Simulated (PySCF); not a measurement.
Work out the structure from these simulated measurements.

Formula: C5H6F2O.

| Item | Value |
| --- | --- |
| 1H NMR | chemical shifts (computed TMS as zero) by class: 1.56 (1 H), 1.52 (1 H), 1.34 (3 H), 0.94 (1 H) ppm [GIAO PBE/pcSseg-1] |
| UV, first state | lowest singlet excitation: 6.04 eV (205 nm, f = 0.002) [TDDFT CAM-B3LYP/def2-SVPD] |
| Rotational structure | rotational constants A, B, C: 3.424, 1.629, 1.340 GHz [PBE0-D3(BJ)/def2-SVP] |
| NMR, other nuclei | isotropic shieldings of nuclei other than C and H, by class: -102 (1 O), 147 (1 F), 396 (1 F) ppm [GIAO PBE/pcSseg-1] |
| Triplet | lowest triplet excitation (Tamm–Dancoff): 5.47 eV [TDA CAM-B3LYP/def2-SVPD] |
| Polarisability | 62.2 au [CAM-B3LYP/def2-SVPD] |
| 13C NMR | chemical shifts (computed TMS as zero) by class: 166.5 (1 C), 77.6 (1 C), 27.1 (1 C), 25.6 (1 C), 14.1 (1 C) ppm [GIAO PBE/pcSseg-1] |
| Valence photoelectron | vertical ionisation energy: 10.97 eV [ΔSCF CAM-B3LYP/def2-SVPD] |
| UV, strongest line | among the 10 lowest singlet transitions: S2 at 7.33 eV (169 nm, f = 0.293) [TDDFT CAM-B3LYP/def2-SVPD] |

Electronic properties: PySCF, gas phase, density fitting. Levels stand in brackets. NMR shifts are as computed; neighbouring signals can stand in another order in a measured spectrum. The structure is a single PBE0-D3(BJ)/def2-SVP conformer in the gas phase; no vibrational or solvent corrections. NMR values are class means; diastereotopic atoms form classes of their own.

Problem. Give a SMILES that accounts for the data.

Solution. Numbering: `[CH3:1][C@@H:2]1[CH2:3][C@@:4]1([F:5])[C:6](=[O:7])[F:8]`. Its formula, C5H6F2O, gives 2 degrees of unsaturation: 1 ring and 1 π bond in the structure found. 5 carbons fall into 5 classes; from least to most shielded: acyl halide carbon [C6] (166.5 ppm), sp3 C–F carbon [C4] (77.6 ppm), three-membered-ring carbon [C2] (27.1 ppm), three-membered-ring carbon [C3] (25.6 ppm), methyl carbon [C1] (14.1 ppm). Hydrogen classes from least to most shielded: 1 H on a three-membered-ring carbon, C2 (1.56 ppm), 1 H on a three-membered-ring carbon, C3 (1.52 ppm), 3 H on a methyl carbon, C1 (1.34 ppm, a mean of values up to 0.8 ppm apart in this geometry), 1 H on a three-membered-ring carbon, C3 (0.94 ppm). The other shieldings belong to: -102 ppm, carbonyl oxygen [O7]; 147 ppm, acyl fluorine [F8]; 396 ppm, alkyl fluorine [F5]. The first electron is taken from the HOMO, whose largest Löwdin shares are 0.22 on the sp3 C–F carbon, 0.21 on a three-membered-ring carbon, 0.13 on the alkyl fluorine and 0.12 on the carbonyl oxygen. The optimised geometry has point group C1 and is an asymmetric top. Structure: `C[C@@H]1C[C@@]1(F)C(=O)F`. Computed isomers that give other values at the same levels: `FCC1=CCO[C@H]1F` (smallest rotational constant: 1.173 GHz; this holds for the one conformer computed); `C=C/C=C\OC(F)F` (rotational constant A: 5.493 GHz; this holds for the one conformer computed); `C=C/C=C/OC(F)F` (lowest singlet excitation: 5.73 eV (216 nm, f = 0.727)). The assignments are read from this structure; whether some other isomer fits the data as well wasn't checked. The mirror image fits equally.

Shape of the structure used: `[CH3:1][C@@H:2]1[CH2:3][C@@:4]1([F:5])[C:6](=[O:7])[F:8]`: C3–C4–C6–O7 -146°.
